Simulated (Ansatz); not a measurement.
Ansatz (a quantum-chemistry and plane-wave program) input (CCSD(T)/aug-cc-pV(D+d)Z):
A basis named .json is the Basis Set Exchange file of that set.

Ansatz 0.2 input:
```yaml
crystal:
  periodic: [false, false, false]
  atoms:
    - {symbol: Si, position_ang: [-0.11180142, 0.56140196, -0.19446900]}
    - {symbol: Cl, position_ang: [0.46911317, -0.94452903, -1.49550862]}
    - {symbol: Cl, position_ang: [0.73431611, 0.20268860, 1.66386462]}
    - {symbol: C, position_ang: [-1.97669419, 0.53176211, -0.02716417]}
    - {symbol: H, position_ang: [-2.44301847, 0.70007815, -0.99823121]}
    - {symbol: H, position_ang: [-2.30311424, 1.30527732, 0.66845352]}
    - {symbol: H, position_ang: [-2.28678008, -0.44426828, 0.35327678]}
basis:
  gaussian:
    orbitals: aug-cc-pV_D+d_Z.json
magnetization: {spin_polarized: true, initial_magnetization: 1}
correlation: {method: ccsd_t, electrons: outside_noble_gas}
output: {forces: true}
```

Output:

```
Functional definition: HF
integrals: 0.65 GiB planned
1437 factors; integrals over basis functions are off by at most 1.1e-3 eV
mean field: 1.15 GiB planned
mean field evaluation 1: about -33947.5805 eV, gradient 2.0e1 eV
mean field evaluation 2: about -33947.6458 eV, gradient 2.0e1 eV
mean field evaluation 4: about -33950.3200 eV, gradient 2.3e0 eV
mean field evaluation 8: about -33950.4087 eV, gradient 2.9e-1 eV
mean field evaluation 16: about -33950.4108 eV, gradient 1.4e-6 eV
mean field -33950.41081533 eV, -1247.6545850484 hartree, gradient 1.4e-6 eV, S^2 0.754305; 0 other end points of the search recorded, 0 dependent functions left out
16 core orbitals not correlated
reference -33950.41081533 eV, -1247.6545850484 hartree; 13, 12 occupied and 117, 118 virtual orbitals, 1437 factors
densities: 4.08 GiB planned
second order -14.42453541 eV of doubles, -0.00000000 eV of singles
coupled cluster: 2.33 GiB planned
cycle   1  -15.33450221 eV  change   -9.1e-1 eV  update   8.2e-2
cycle   2  -15.67394540 eV  change   -3.4e-1 eV  update   2.5e-2
cycle   3  -15.74085001 eV  change   -6.7e-2 eV  update   1.2e-2
cycle   4  -15.73846078 eV  change    2.4e-3 eV  update   4.2e-3
cycle   5  -15.73700910 eV  change    1.5e-3 eV  update   1.8e-3
cycle   6  -15.73727694 eV  change   -2.7e-4 eV  update   6.9e-4
cycle   7  -15.73749542 eV  change   -2.2e-4 eV  update   2.6e-4
cycle   8  -15.73753923 eV  change   -4.4e-5 eV  update   9.1e-5
cycle   9  -15.73752931 eV  change    9.9e-6 eV  update   3.8e-5
cycle  10  -15.73751861 eV  change    1.1e-5 eV  update   1.7e-5
cycle  11  -15.73752255 eV  change   -3.9e-6 eV  update   7.2e-6
cycle  12  -15.73752428 eV  change   -1.7e-6 eV  update   2.9e-6
perturbative correction -0.52155932 eV, -0.0191669515 hartree
the calculation of the forces begins
Total energy: -33966.66989893 eV, -1248.2520953500 hartree
Atom 0 at    -0.111801     0.561402    -0.194469 Å, force    -0.006046     0.190897    -0.068810 eV/Å
Atom 1 at     0.469113    -0.944529    -1.495509 Å, force     0.086186    -0.190498    -0.196015 eV/Å
Atom 2 at     0.734316     0.202689     1.663865 Å, force     0.124211    -0.026012     0.256972 eV/Å
Atom 3 at    -1.976694     0.531762    -0.027164 Å, force     0.310367     0.036559    -0.039328 eV/Å
Atom 4 at    -2.443018     0.700078    -0.998231 Å, force    -0.221368     0.074303    -0.443188 eV/Å
Atom 5 at    -2.303114     1.305277     0.668454 Å, force    -0.157277     0.351551     0.320338 eV/Å
Atom 6 at    -2.286780    -0.444268     0.353277 Å, force    -0.136074    -0.436801     0.170032 eV/Å
Dipole moment:    -0.371893     0.189010    -0.037415 e Å
```

It need not be the lowest isomer of its formula.
